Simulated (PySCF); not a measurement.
(1S)-2,2-difluorocyclopropan-1-ol (C3H4F2O), SMILES O[C@H]1CC1(F)F.

The structure is a stationary point at B3LYP-D3(BJ)/def2-SVP. The values are those of a single conformer.

Level of theory: PySCF with TDA-B3LYP/def2-SVPD.

Vertical excitations. The molecule is in vacuum.

```json
[
 {"state": "S1", "energy (eV)": "6.89", "λ (nm)": "180", "f": "0.010", "main pairs": "HOMO→LUMO 97 %"},
 {"state": "S2", "energy (eV)": "7.46", "λ (nm)": "166", "f": "0.003", "main pairs": "HOMO−1→LUMO 97 %"},
 {"state": "S3", "energy (eV)": "7.68", "λ (nm)": "161", "f": "0.015", "main pairs": "HOMO→LUMO+1 82 %, HOMO→LUMO+2 15 %"},
 {"state": "S4", "energy (eV)": "7.93", "λ (nm)": "156", "f": "0.028", "main pairs": "HOMO→LUMO+2 77 %, HOMO→LUMO+1 16 %"},
 {"state": "S5", "energy (eV)": "8.24", "λ (nm)": "150", "f": "0.008", "main pairs": "HOMO−1→LUMO+2 49 %, HOMO−1→LUMO+1 45 %"},
 {"state": "S6", "energy (eV)": "8.35", "λ (nm)": "149", "f": "0.001", "main pairs": "HOMO→LUMO+3 36 %, HOMO−1→LUMO+1 35 %, HOMO−1→LUMO+2 24 %"},
 {"state": "S7", "energy (eV)": "8.39", "λ (nm)": "148", "f": "0.059", "main pairs": "HOMO→LUMO+3 55 %, HOMO−1→LUMO+2 20 %, HOMO−1→LUMO+1 18 %"},
 {"state": "S8", "energy (eV)": "8.58", "λ (nm)": "145", "f": "0.053", "main pairs": "HOMO→LUMO+4 88 %"},
 {"state": "S9", "energy (eV)": "8.83", "λ (nm)": "140", "f": "0.010", "main pairs": "HOMO−1→LUMO+3 88 %"},
 {"state": "S10", "energy (eV)": "9.05", "λ (nm)": "137", "f": "0.008", "main pairs": "HOMO−1→LUMO+4 88 %"},
 {"state": "T1", "energy (eV)": "6.59", "λ (nm)": "188", "f": "0", "main pairs": "HOMO→LUMO 92 %"},
 {"state": "T2", "energy (eV)": "7.19", "λ (nm)": "172", "f": "0", "main pairs": "HOMO−1→LUMO 86 %"},
 {"state": "T3", "energy (eV)": "7.47", "λ (nm)": "166", "f": "0", "main pairs": "HOMO→LUMO+1 66 %, HOMO→LUMO+2 26 %"},
 {"state": "T4", "energy (eV)": "7.68", "λ (nm)": "162", "f": "0", "main pairs": "HOMO→LUMO+2 61 %, HOMO→LUMO+1 29 %"}
]
```
Triplets are in the Tamm–Dancoff approximation.
